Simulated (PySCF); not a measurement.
How methods differ on the excitation energy of Mg

Mg [Ne] 3s2 (1S) → Mg [Ne] 3p2 (3P), as a difference of total energies. Computed with PySCF 2.14 in x2c-QZVPPall (9s6p5d2f, 66 functions), with the spin-free X2C one-electron Hamiltonian (Gaussian nucleus). Correlated levels: valence: [Ne] frozen. The calculations carry no spin-orbit coupling.

```tsv
method	excitation energy (cm⁻¹)	error (cm⁻¹)
UHF	50812	-7042
MP2 (valence)	54923	-2930
SCS-MP2 (valence)	56676	-1178
CCSD (valence)	56406	-1447
```

Reference: 57854 cm⁻¹ (measured; NIST levels, between the centres of gravity of the two terms).

Errors of the correlated levels include the incompleteness of this basis and the frozen core.

The basis was made for the ground configuration and has no added diffuse functions, so the excitation energy can come out too high.

With two correlated electrons CCSD is exact in that space.
